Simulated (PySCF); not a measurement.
# Where the electron goes

C8H13P.
Atom-mapped SMILES: `[CH:1]#[C:2][P:3]1[CH2:4][CH2:5][C@@H:6]([CH2:7][CH3:8])[CH2:9]1` (hydrogens: H10 on C1; H11, H12 on C4; H13, H14 on C5; H15 on C6; H16, H17 on C7; H18, H19, H20 on C8; H21, H22 on C9)

Geometry (PBE0-D3(BJ)/def2-SVP, Å), atoms numbered from 1 in this order:
```xyz
22
C8H13P angstrom
C     -3.7073    1.0625   -0.3204
C     -2.8987    0.4218    0.3259
P     -1.8338   -0.5202    1.3922
C     -1.2024   -1.7577    0.1400
C     -0.1761   -1.0170   -0.7036
C      0.6846   -0.1899    0.2537
C      1.6294    0.7702   -0.4636
C      2.5648    1.5331    0.4609
C     -0.2652    0.5134    1.2418
H     -4.4149    1.6287   -0.8983
H     -0.7329   -2.5779    0.7091
H     -2.0382   -2.1857   -0.4319
H      0.4427   -1.7046   -1.3042
H     -0.6948   -0.3429   -1.4077
H      1.3013   -0.9024    0.8347
H      2.2234    0.1970   -1.1963
H      1.0230    1.4809   -1.0538
H      3.2411    2.1904   -0.1062
H      3.1892    0.8446    1.0532
H      2.0083    2.1659    1.1696
H     -0.5499    1.5139    0.8809
H      0.1853    0.6392    2.2372
```

Method used: TDDFT CAM-B3LYP/def2-SVPD, vertical, gas phase, core orbitals frozen in the response (PySCF).

Frontier orbitals with the atoms that hold most of them (Löwdin shares over 4%, at most four atoms; ? is withheld):

```
orbital  ε (eV)                            atoms
 HOMO-3  -10.54  C6 20%, C7 17%, H15 10%, H17 7%
 HOMO-2   -9.95    C2 32%, C1 26%, P3 13%, C9 6%
 HOMO-1   -9.20                                ?
   HOMO   -7.82                                ?
   LUMO    1.04   P3 21%, C1 21%, C2 20%, C4 10%
 LUMO+1    1.19     P3 14%, C1 10%, C9 8%, C8 8%
 LUMO+2    1.56    C1 26%, C2 13%, H14 8%, P3 7%
```

(1) Which atoms hold the HOMO-1, and with what shares?

(2) Which atoms hold the HOMO, and with what shares?

(3) How does S1 compare with the orbital gap of 8.85 eV?

## Answers

(1) C1 (bonded to C and H) 34%; C2 (bonded to C and P) 34%; C4 (bonded to C, P and 2 H) 7%; P3 (bonded to 3 C) 7%. By element: carbon 75% or more, phosphorus 7%.

(2) P3 (bonded to 3 C) 47%; C2 (bonded to C and P) 16%; C1 (bonded to C and H) 14%; C9 (bonded to C, P and 2 H) 7%. By element: phosphorus 47%, carbon 36% or more.

(3) S1 is at 5.22 eV (f = 0.016), 3.64 eV below the gap, made of HOMO→LUMO (80%). Without the coupling terms of the response equations the lowest excitation would equal the gap.

Next come S2 at 5.86 eV (f 0.055), HOMO→LUMO+1 (43%), HOMO-1→LUMO (18%), HOMO→LUMO+2 (12%); S3 at 6.41 eV (f 0.013), HOMO-1→LUMO+1 (26%), HOMO-1→LUMO+2 (18%), HOMO-1→LUMO (12%); S4 at 6.56 eV (f 0.026), HOMO→LUMO+1 (23%), HOMO→LUMO+2 (19%); S5 at 6.80 eV (f 0.029), HOMO-2→LUMO (41%), HOMO→LUMO+2 (11%).

Löwdin shares depend on the basis, the more so with diffuse functions.

One conformer stands for the species.
